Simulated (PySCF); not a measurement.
Geometry (Å), atoms numbered from 1 in this order:
```xyz
23

C     3.3017   -0.3234    0.5820
C     2.1459    0.1443    1.0563
C     1.0796    0.7600    0.2020
P    -0.3362   -0.3663   -0.0489
C     0.2504   -1.8509   -0.8852
P    -1.0407   -0.9922    1.9355
C    -1.5921    0.4379   -1.0917
C    -2.2180    1.6928   -0.5026
H     3.5562   -0.2744   -0.4819
H     4.0504   -0.7533    1.2513
H     1.9427    0.0939    2.1321
H     0.6798    1.6870    0.6464
H     1.4523    1.0091   -0.8063
H     1.0831   -2.2820   -0.3107
H    -0.5629   -2.5868   -0.9647
H     0.6000   -1.5887   -1.8952
H    -1.5593    0.3055    2.2277
H    -2.2693   -1.4813    1.3959
H    -2.3507   -0.3340   -1.3051
H    -1.0812    0.6496   -2.0479
H    -2.7600    1.4824    0.4306
H    -1.4735    2.4775   -0.3043
H    -2.9442    2.1073   -1.2157
```

Total charge +1.

Geometry: PBE0-D3(BJ)/def2-SVP; GIAO shifts from PySCF 2.14.0 with density-fitted response routines, gas phase, non-relativistic, averaged over equivalent atoms.

At PBE0/pcSseg-1 (225 basis functions, 49 s wall time on 1 thread of an Arm Neoverse V2, shared host):
```tsv
atoms	δ (ppm)
C1	142.0
C2	127.5
C3	30.1
C7	26.3
C5	7.8
C8	6.4
P4	7.0
P6	-233.8
H10	6.37
H9	6.12
H11	5.69
H17/H18	3.13
H12	2.97
H13	2.43
H20	2.12
H19	1.89
H14/H15/H16	1.73
H21/H22/H23	1.46
```

References, each an isolated molecule treated in the same way: ¹³C (184.41 ppm) and ¹H (31.27 ppm) against TMS; H3PO4 for ³¹P (310.13 ppm).

What do these become at CAM-B3LYP/pcSseg-1?

Results:


| atoms | δ at CAM-B3LYP/pcSseg-1 | change |
| --- | --- | --- |
| C1 | 144.2 | +2.2 |
| C2 | 130.3 | +2.8 |
| C3 | 29.4 | -0.7 |
| C7 | 25.6 | -0.7 |
| C5 | 7.2 | -0.6 |
| C8 | 5.9 | -0.5 |
| P4 | 8.6 | +1.6 |
| P6 | -227.5 | +6.3 |
| H10 | 6.31 | -0.06 |
| H9 | 6.07 | -0.05 |
| H11 | 5.65 | -0.04 |
| H17/H18 | 3.07 | -0.06 |
| H12 | 2.85 | -0.12 |
| H13 | 2.34 | -0.09 |
| H20 | 2.04 | -0.08 |
| H19 | 1.83 | -0.06 |
| H14/H15/H16 | 1.69 | -0.04 |
| H21/H22/H23 | 1.46 | +0.00 |

Shifts are taken against calculated references (same method and geometry level): ¹³C (σ = 182.45 ppm), ¹H (σ = 31.33 ppm) vs TMS; ³¹P (σ = 299.17 ppm) vs H3PO4.

The largest change is at P6 (phosphorus bonded to P, 2 H). Cost: 225 basis functions, 66 s wall time on 1 thread of an Arm Neoverse V2, shared host. The order of the carbon signals is the same at both levels.

Experimental scales use liquid or dissolved standards, which lie at an offset from isolated H3PO4.
